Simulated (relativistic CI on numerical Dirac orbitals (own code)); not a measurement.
**One change at a time: Dy LII**

Base calculation: Dirac-Coulomb-Breit CI, orbitals from a KLI potential per configuration, model QED (radiative potential, 1s self-energy scaled to tabulated hydrogen-like ionisation energies), unscaled Slater integrals.

CI space (outside the closed core [Ne]): 3s²3p³, 3s3p⁴, 3s²3p²3d, 3p⁵, 3s3p³3d, 3p⁴3d, 3s3p²3d², 3s²3p3d4p, 3p⁴4s, 3s3p²3d4s, 3s²3p²4s, 3p⁴4p, 3s²3p²4p, 3p³3d4p, 3s²3p²4d, 3s3p³4s, 3s²3p²4f, 3s3p³4p, 3s3p³4d, 3s3p³4f, 3s²3p²5s, 3s²3p²5p, 3s²3p4s4p, 3s²3p²5d, 3s²3p²5f, 3s²3p²5g, 3s3p²4s², 3s3p³5s, 3s²3p3d², 3s²3d³, 3s3p3d³, 3s²3d²4s, 3s²3d²4p, 3s²3d²4d, 3p³3d², 3p²3d³, 3p²3d²4s, 3p²3d²4p, 3p²3d²4d, 3s²3p3d4s, 3s3p3d²4s, 3s²3d4s², 3s²3d4s4p, 3s²3d4s4d, 3s3p²3d4p, 3s3p3d²4p, 3s3p3d4s4p, 3s3p3d4p², 3s3p3d4p4d, 3p³3d4s, 3p²3d4s², 3p²3d4s4p, 3p²3d4s4d, 3s²3p4s², 3s3p3d4s², 3s²4s²4p, 3s²4s²4d, 3s²3p4p², 3s²3d4p², 3s²4s4p², 3s²4p³, 3s²4p²4d, 3s3p²4s4p, 3s3p4s²4p, 3s3p4s4p², 3s3p4s4p4d. Double excitations out of closed p, d and f shells are left out; levels of such configurations are missing from the list, as are those of other unlisted configurations, and high levels can miss mixing partners. These lack a partner that the ground configuration has and come out too high: 3s²3p²4f, 3s3p³4d, 3s3p³4f, 3s²3p²5s, 3s²3p²5p.

Variants: (1) only the first 3 configurations; (2) one mean potential for all configurations. Shifts of the energy above 3s²3p³ ²P°3/2, in eV, for the lowest level and the first level of each name with at least 55 % of one term (blank where a level changes its place among those of its configuration and J or its character, or is not in the variant):

| Level | Base | Δ(1) | Δ(2) |
| --- | --- | --- | --- |
| 3s²3p³ ²P°3/2 | 0.000 | 0.000 | 0.000 |
| 3s²3p³ ²D°5/2 | 204.464 | +0.783 | +0.008 |
| 3s²3p³ ²P°1/2 | 217.871 | +1.765 | +0.009 |
| 3s3p⁴ ⁴P5/2 | 340.079 | -2.073 | +0.107 |
| 3s²3p²3d ⁴D1/2 | 392.969 | -1.539 | -0.081 |
| 3s²3p²3d ²G9/2 | 449.596 | -1.864 | -0.085 |
| 3s²3p²3d ²F7/2 | 471.110 | -0.534 | -0.086 |
| 3s3p⁴ ⁴P3/2 | 545.980 | -0.671 | +0.098 |
| 3s3p⁴ ²D5/2 | 560.823 | -0.145 | +0.096 |
| 3s²3p²3d ⁴F9/2 | 648.384 | -0.483 | -0.081 |
| 3s²3p3d² ⁴G°7/2 | 650.175 |  | -0.083 |

At this charge energies of transitions that change n are usually good to better than 1 %, and those within a shell (Δn = 0) to a few per cent.

Ionisation energy from the two ground configurations alone: base 4629.18 eV. The NIST ASD value (theoretical) is 4629 eV.

LS names give the leading component of a level, which can be under half, so a name can repeat, a term be missing and a line seem to break the LS rules.
